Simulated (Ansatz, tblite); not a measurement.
Forces on the cluster Cu₃O₄⁻ at its B3LYP-D4/def2-SVPD geometry. The state is a singlet with charge -1.

The xTB rows come from tblite. The structure holds 1 bond(s) between oxygen atoms. At PBE-D4/def2-TZVPD the restricted singlet is unstable: a solution with broken spin symmetry lies lower. No other spin state of charge -1 was run. The geometry of the singlet was relaxed on an unsound state (restricted singlet, unstable towards broken spin symmetry at other levels and untested here). Another isomer (singlet) lies 0.94 eV lower at PBE-D4/def2-TZVPD; other spin states weren't run for this one.

GFN1-xTB (tblite), largest force 1.10 eV/Å:

```xyz
7
positions Å, forces eV/Å
Cu    0.113   -0.530    0.966   -0.096    0.742   -0.810
Cu    0.490   -1.147   -1.266   -0.376    0.669    0.700
Cu   -0.744    1.082   -0.785    0.335   -0.569   -0.072
O    -0.210    0.192   -2.266   -0.009   -0.165   -0.419
O    -0.970    1.073    1.138    0.263   -0.406    0.271
O     1.099   -1.889    0.327   -0.135    0.226    0.255
O     0.222    1.219    1.885    0.017   -0.496    0.076
```

GFN2-xTB (tblite), largest force 1.54 eV/Å:

```
Cu 0.299 0.625 -0.165
Cu -0.099 0.147 0.936
Cu 0.143 -0.304 0.007
O 0.133 -0.155 0.667
O 0.250 -0.715 -0.636
O -0.863 1.161 -0.536
O 0.137 -0.758 -0.273
```

PBE-D4/def2-TZVPD (Ansatz), largest force 0.72 eV/Å:

```
Cu 0.274 0.090 0.230
Cu -0.047 0.045 0.105
Cu 0.096 -0.247 0.021
O -0.001 0.105 0.022
O -0.602 0.108 -0.382
O -0.115 -0.002 -0.175
O 0.396 -0.099 0.178
```
